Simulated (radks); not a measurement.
Results of a calculation; reference values are marked as such.
Species: the lithium ion Li+. Configuration: 1s1.75 2s0.25 (fractional occupations, a model configuration). Level of theory: scalar-relativistic Kohn-Sham, PBE, spin-polarised, spherical densities, point nucleus; open shells are filled with parallel spins first (a radial shooting solver on a logarithmic mesh with Libxc functionals).

Radial electron density D(r) = 4 pi r^2 rho(r):

r (bohr),D(r) (e/bohr),spin D(r)
0.02275,0.07283,0.0116
0.02525,0.08833,0.0141
0.02801,0.1069,0.0170
0.03083,0.1274,0.0203
0.03421,0.1537,0.0245
0.03796,0.1850,0.0294
0.04212,0.2221,0.0353
0.04637,0.2623,0.0417
0.05145,0.3132,0.0498
0.05709,0.3727,0.0593
0.06284,0.4362,0.0694
0.06973,0.5153,0.0820
0.07737,0.6060,0.0964
0.08585,0.7092,0.113
0.0945,0.8160,0.130
0.1049,0.9444,0.150
0.1164,1.086,0.172
0.1291,1.239,0.197
0.1421,1.390,0.220
0.1577,1.561,0.247
0.175,1.736,0.274
0.1942,1.910,0.301
0.2137,2.064,0.325
0.2371,2.218,0.348
0.2631,2.350,0.368
0.2896,2.445,0.381
0.3214,2.510,0.389
0.3566,2.531,0.390
0.3957,2.500,0.382
0.4356,2.424,0.367
0.4833,2.290,0.342
0.5363,2.107,0.310
0.595,1.883,0.272
0.655,1.650,0.234
0.7268,1.384,0.193
0.8064,1.119,0.153
0.8877,0.8880,0.120
0.985,0.6651,0.0917
1.093,0.4792,0.0714
1.213,0.3345,0.0597
1.335,0.2371,0.0561
1.481,0.1665,0.0585
1.644,0.1252,0.0654
1.824,0.1048,0.0742
2.007,0.09746,0.0823
2.228,0.09548,0.0890
2.472,0.09401,0.0915
2.743,0.08945,0.0886
3.019,0.08148,0.0812
3.35,0.06935,0.0693
3.717,0.05513,0.0551
4.091,0.04178,0.0418
4.54,0.02863,0.0286
5.037,0.01793,0.0179
5.589,0.01015,0.0101
6.153,0.005425,0.00542
6.827,0.002439,0.00244
7.575,0.0009559,0.000956
8.405,0.0003227,0.000323
9.252,0.0001026,0.000103

D(r) has 1 maximum, at r = 0.354 bohr.
